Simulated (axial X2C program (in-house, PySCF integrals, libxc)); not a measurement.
Low determinants of AlGe at the PBE0 level, spin-free

All values were computed with an in-house relativistic program for diatomic molecules. Spin-free means the one-electron spin-free X2C Hamiltonian. Basis: Ge dyall-cv3z [9s9p7d4f1g], Al dyall-v3z [8s8p2d1f] (cores contracted in-house); Gaussian nuclei, density fitting, unrestricted open shells. Masses: Ge 73.921 u, Al 26.982 u.

Search at 2.470 Å (vertical energies from the lowest determinant):

| ΔE (eV) | state | electrons beyond evenly filled partner blocks | electrons in σ, π, δ, φ |
| --- | --- | --- | --- |
| 0.00 | M_S = 3/2, Λ = 0 | σα, π+α, π-α | 23 18 4 0 |
| 0.31 | M_S = 1/2, Λ = 0 | σβ, π+α, π-α | 23 18 4 0 |
| 0.80 | M_S = 1/2, Λ = 0 | σα, π+β, π-α | 23 18 4 0 |
| 0.80 | M_S = 1/2, Λ = 2 | σα, π+α, π+β | 23 18 4 0 |
| 1.14 | M_S = 1/2, Λ = 1 | π+α | 24 17 4 0 |
| 1.24 | M_S = 1/2, Λ = 1 | π+α, π+β, π-α | 22 19 4 0 |
| 2.41 | M_S = 3/2, Λ = 1 | 2 × π+α, π-α | 22 19 4 0 |

Lowest determinant, M_S = 3/2, Λ = 0 (beyond evenly filled blocks: σα, π+α, π-α): Re = 2.466 Å, ωe = 304.5 cm⁻¹.

The determinant in row 2 of the search, M_S = 1/2, Λ = 0 (beyond evenly filled blocks: σβ, π+α, π-α), was followed along the bond at PBE0; measured from the minimum of the lowest determinant it gives:

Te = 0.304 eV (2454 cm⁻¹), Re = 2.445 Å, ωe = 317.6 cm⁻¹.

(1) Compare the bond of the determinant in row 2 with that of the lowest one.

The search compares states at one distance, so a state with another bond length can lie lower; it is not exhaustive and yields mostly the lowest determinant of each block pattern, so other components and higher states of one pattern are missing. These are energies of single determinants, not of spin-adapted states; PBE0 term energies can be off by some tenths of an eV, and the functional has no current term. The lowest determinant need not be the ground state where others lie within half an eV. Row 2 is spin-contaminated (⟨S²⟩ = 1.78 against 0.75), so its values are not those of a pure state.

Answers

(1) At PBE0 its Re is 0.021 Å shorter and its force constant, which goes as ωe², is 1.09 times that of the lowest determinant. This determinant mixes spin states, so it has no term energy of its own.
